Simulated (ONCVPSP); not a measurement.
# thallium (Tl): ONCV pseudisation with PBE, fully relativistic reference atom.

thallium, optimised norm-conserving Vanderbilt (ONCV), made with ONCVPSP 4.0.1 (PBE, fully relativistic). Core [Xe], reference 4f14 5d10 6s2 6p0.75 (charge +0.25). Waves: 6s: rc 2.00 bohr, ncon 4, nbas 8, qcut 3 1/bohr, 2 projectors, debl 3.7 Ha; 6p: rc 2.60 bohr, ncon 3, nbas 7, qcut 2.6 1/bohr, 2 projectors, debl 1.1 Ha; 5d: rc 1.75 bohr, ncon 4, nbas 9, qcut 10.2 1/bohr, 1 projector; 4f: rc 0.70 bohr, ncon 4, nbas 9, qcut 20.8 1/bohr, 2 projectors, debl 2.3 Ha. Local part: polynomial inside 0.65 bohr (lpopt 2, dvloc0 1 Ha). Core correction: none.

Open shells are filled in proportion to 2j + 1.

In the f channel the program set the typed energies aside and used -4.162, 0.250 Ha (j = l + 1/2; the other j can differ).

All-electron outer shells of the reference configuration (PBE, scalar-relativistic, ld1.x):

```json
{"shell": "5s", "level (eV)": "-132.64", "outermost node (bohr)": "0.46", "outermost maximum (bohr)": "0.80"}
{"shell": "4f", "level (eV)": "-115.66", "outermost node (bohr)": "–", "outermost maximum (bohr)": "0.36"}
{"shell": "5p", "level (eV)": "-77.73", "outermost node (bohr)": "0.50", "outermost maximum (bohr)": "0.91"}
{"shell": "5d", "level (eV)": "-17.12", "outermost node (bohr)": "0.53", "outermost maximum (bohr)": "1.11"}
{"shell": "6s", "level (eV)": "-11.09", "outermost node (bohr)": "1.04", "outermost maximum (bohr)": "2.08"}
{"shell": "6p", "level (eV)": "-3.69", "outermost node (bohr)": "1.23", "outermost maximum (bohr)": "2.87"}
```

Calculated quality:

```json
{
 "Cutoffs needed": "380 Ha and 724 Ha (the cutoffs (Ha) at which the residual kinetic energy of the hardest occupied pseudo-wave falls to 1 and 0.1 mHa per electron)",
 "Ghost test": "ghosts flagged at negative energy: s at -370.5 eV, p3/2 at -275.5 eV, p1/2 at -250.8 eV; GHOST(+) flagged for s at 54.4 eV, p1/2 at 82.7 eV; a true bound ghost makes a file unfit for plane-wave use",
 "Configuration tests": "1 of 4 tests not solved or not reliable"
}
```

Generation and tests took about 6.7 s on one core of a shared server CPU.
